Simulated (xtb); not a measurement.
H₄Si, SMILES [SiH4]. All values are semi-empirical tight-binding results from xtb (GFN2-xTB unless named), good for trends rather than for accurate numbers. Geometry: GFN2-xTB.

Optimised geometry:

```xyz
5

Si     0.0000     0.0000     0.0000
H      0.8433    -0.8433    -0.8433
H     -0.8433    -0.8433     0.8433
H     -0.8433     0.8433    -0.8433
H      0.8433     0.8433     0.8433
```

Computed properties:
```
Item                                              Value
----------------------------------------  -------------
point group as xtb finds it                          Td
orbital gap                                     6.71 eV
dipole moment                                    0.00 D
zero-point energy                         18.8 kcal/mol
G − E(el) at 298.15 K (modified RRHO)      6.7 kcal/mol
static polarisability (D4 model)             34.2 bohr³
solvation energy, GFN2-xTB/ALPB(water)     1.3 kcal/mol
solvation energy, GFN2-xTB/ALPB(benzene)   1.0 kcal/mol
```

Computed atomic charges:
charges (e) Si1 0.43, H2 -0.11, H3 -0.11, H4 -0.11, H5 -0.11.
